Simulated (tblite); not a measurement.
A tight-binding relaxation on `CN[BH2-][N@@H+](C)[C@@H]1C[C@@H]1N`.

Computed with GFN2-xTB geometry optimisation, gas phase (tblite 0.8.0). Start geometry: from a force field or distance geometry. The input is one job of a driver script: a line of settings, then coordinates in Å.

Command:
```bash
OMP_NUM_THREADS=1 python probes_run.py task.json out
```

Input:
```
{"job": {"kind": "relax", "xc": "GFN2-xTB", "basis": "xTB"}, "charge": 0, "multiplicity": 1}
C      2.449300     1.380300     0.845800
N      2.059600     0.046200     1.287100
B      0.536100    -0.150100     1.295700
N      0.055600    -0.703700    -0.088200
C      0.455500    -2.123200    -0.213000
C     -1.422800    -0.617600    -0.169200
C     -1.960600    -0.545200    -1.597800
C     -2.001400     0.693700    -0.704400
N     -1.039000     1.703600    -1.108900
H      3.543600     1.465300     0.840300
H      2.073900     1.567400    -0.188700
H      2.036700     2.159500     1.534600
H      2.389500    -0.062200     2.294100
H     -0.019200     0.887800     1.526700
H      0.215300    -0.889700     2.171600
H      0.525500    -0.175100    -0.833100
H      1.564500    -2.221200    -0.164500
H     -0.003400    -2.762600     0.570900
H      0.138500    -2.511800    -1.205100
H     -2.032600    -1.190500     0.563400
H     -2.949300    -1.036900    -1.722600
H     -1.201500    -0.520300    -2.402600
H     -3.006800     1.012800    -0.343200
H     -0.936800     2.352300    -0.302800
H     -1.481100     2.265200    -1.877000
```

Output:
```
step      E/eV     max force
  0    -784.08664    1.773
  1    -784.37739    1.146
  2    -784.54947    0.855
  3    -784.60314    0.448
  4    -784.63745    0.395
  5    -784.66669    0.353
  6    -784.68547    0.325
  7    -784.70109    0.266
  8    -784.71513    0.234
  9    -784.72635    0.206
... (86 lines left out)
 96    -784.82500    0.012
 97    -784.82503    0.013
 98    -784.82506    0.015
 99    -784.82509    0.011
100    -784.82512    0.010
101    -784.82515    0.018
102    -784.82519    0.020
103    -784.82523    0.022
104    -784.82528    0.012
105    -784.82530    0.008
```

«max force» is the largest atomic force in eV/Å.

From which step on does the largest force stay under 0.1 eV/Å, and how much energy is left to gain from there?

From step 30 (0.096 eV/Å), 13.6 meV above the end.

In short: energy lowered by 17.0 kcal/mol over 105 steps; largest atomic force 0.008 eV/Å at the end.

Give the final coordinates.

0.215 Å rms from the input after alignment:
```
atom  x, y, z in Å
C1     2.4689    1.3407    0.8765
N2     1.9309    0.0761    1.3197
B3     0.4548   -0.0697    1.5043
N4    -0.0465   -0.6660   -0.0054
C5     0.5201   -1.9832   -0.2625
C6    -1.4698   -0.6111   -0.1961
C7    -2.0311   -0.6463   -1.5912
C8    -2.0262    0.6400   -0.8104
N9    -1.0514    1.6177   -1.2048
H10    3.5261    1.2340    0.6134
H11    1.9311    1.6677   -0.0161
H12    2.3878    2.1476    1.6245
H13    2.4915   -0.2969    2.0712
H14   -0.1590    0.9546    1.6216
H15    0.1563   -0.9104    2.2920
H16    0.3695    0.0138   -0.6410
H17    1.5850   -1.9306   -0.0478
H18    0.0607   -2.7020    0.4139
H19    0.3550   -2.3034   -1.2936
H20   -2.0180   -1.0943    0.6021
H21   -2.9680   -1.1509   -1.7658
H22   -1.3297   -0.7131   -2.4085
H23   -2.9819    1.0017   -0.4298
H24   -0.7224    2.1300   -0.3913
H25   -1.4447    2.2781   -1.8658
```

Time: 0.88 s of wall time. Hardware: Arm Neoverse V1, one thread, shared host with 32 logical CPUs at a one-minute load of 26.
Labels such as C1 count atoms from 1, the log's own numbers from 0.
